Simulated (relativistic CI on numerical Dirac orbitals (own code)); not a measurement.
**Tc⁶⁺ (4d) in a crystal field**

Calculated by Dirac-Coulomb-Breit CI, separate exchange-only KLI orbitals for each configuration, a model potential for QED, valence Slater integrals scaled by 0.7, one configuration in a parametric crystal field (own radial code).

Field parameters in Wybourne normalisation: Oh B⁴₀ = 21Dq, B⁴₄ = √(5/14) B⁴₀. The field is a parameter set, without covalency.

S is read from ⟨S²⟩ = S(S + 1).

Powder χT (cm³ K mol⁻¹) by Van Vleck's formula, with temperature-independent terms:

| Field | 2 K | 5 K | 10 K | 20 K | 50 K | 100 K | 200 K | 300 K |
| --- | --- | --- | --- | --- | --- | --- | --- | --- |
| Oh, 10Dq = 8500 cm⁻¹ | 0.0498 | 0.0504 | 0.0515 | 0.0537 | 0.0603 | 0.0713 | 0.0932 | 0.115 |
| Oh, 10Dq = 15350 cm⁻¹ | 0.0187 | 0.0194 | 0.0206 | 0.023 | 0.0303 | 0.0423 | 0.0665 | 0.0906 |
| Oh, 10Dq = 22150 cm⁻¹ | 0.00979 | 0.0105 | 0.0118 | 0.0143 | 0.0218 | 0.0342 | 0.0591 | 0.0841 |
| Oh, 10Dq = 28950 cm⁻¹ | 0.00612 | 0.00688 | 0.00814 | 0.0107 | 0.0183 | 0.0309 | 0.0562 | 0.0815 |
| Oh, 10Dq = 35800 cm⁻¹ | 0.00424 | 0.00501 | 0.00629 | 0.00884 | 0.0165 | 0.0293 | 0.0548 | 0.0804 |
| Oh, 10Dq = 42600 cm⁻¹ | 0.00318 | 0.00395 | 0.00524 | 0.00781 | 0.0155 | 0.0284 | 0.0541 | 0.0798 |

Question: For Oh, 10Dq = 28950 cm⁻¹: what effective moment follows at 300 K?

Answer: μ_eff = √(8χT) = 0.81 μB. The ground level has S = 0.50; the spin-only moment for S = 1/2 is 1.73 μB. The difference comes from the orbital moment, spin-orbit mixing of terms and temperature-independent paramagnetism, all larger in this ionic model than in covalent complexes.
